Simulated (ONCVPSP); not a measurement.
**Al (Z = 13), ONCV: configuration errors across variants**

Al (Z = 13), optimised norm-conserving Vanderbilt (ONCV), made with ONCVPSP 4.0.1 (PBEsol, scalar-relativistic). Core [Ne], reference 3s2 3p0.75 (charge +0.25). Waves: 3s: rc 1.75 bohr, ncon 3, nbas 7, qcut 3.6 1/bohr, 2 projectors, debl 1.8 Ha; 3p: rc 1.80 bohr, ncon 4, nbas 7, qcut 4.4 1/bohr, 2 projectors, debl 3 Ha; d scattering state at 0.28 Ha: rc 1.90 bohr, ncon 4, nbas 9, qcut 4.3 1/bohr, 3 projectors, debl 1.4 Ha. Local part: polynomial inside 1.25 bohr (lpopt 5, dvloc0 6 Ha). Core correction: polynomial model core, fcfact 0.3.

All-electron excitation energies from the reference (eV): (1) 3s2 3p1 -0.850; (2) 3s2 3p0 4.886; (3) 3s1 3p0 24.057; (4) 3s1 3p2 4.269.

1 further variants failed, have other tests or too few solved ones, and are left out.

A true bound ghost makes a file unfit for plane-wave use even where its test errors are small: the radial tests pick states by their node count and pass the ghost by.

Errors AE − PS in meV (a dash: test not solved or not reliable):

| change | (1) | (2) | (3) | (4) | bound ghosts | GHOST(+) flags above zero |
| --- | --- | --- | --- | --- | --- | --- |
| base | 0.0 | +0.3 | +6.9 | -1.0 | none | p, d |
| core correction Teter function, fcfact 2.25, rcfact 1.6 | +0.1 | -0.1 | -48 | -4.2 | none | p, d |
| d: nbas 7 | 0.0 | +0.3 | +6.9 | -1.0 | none | p, d |
| s: qcut 4.8; p: qcut 5.8; d: qcut 5.7 | 0.0 | +0.3 | +7.2 | 0.0 | none | p |
| d: rc 2.64 | 0.0 | +0.3 | +6.9 | -1.0 | none | p |

(1) Give the same row for: all radii but the core radius scaled by about 0.81 (s 1.42, p 1.46, d 1.54 bohr); local potential polynomial inside 1.02 bohr (lpopt 5, dvloc0 6 Ha).

## Answers

(1) 0.0, +0.2, 0.0, -1.5; bound ghosts: s, p, d; GHOST(+) flags above zero: none.
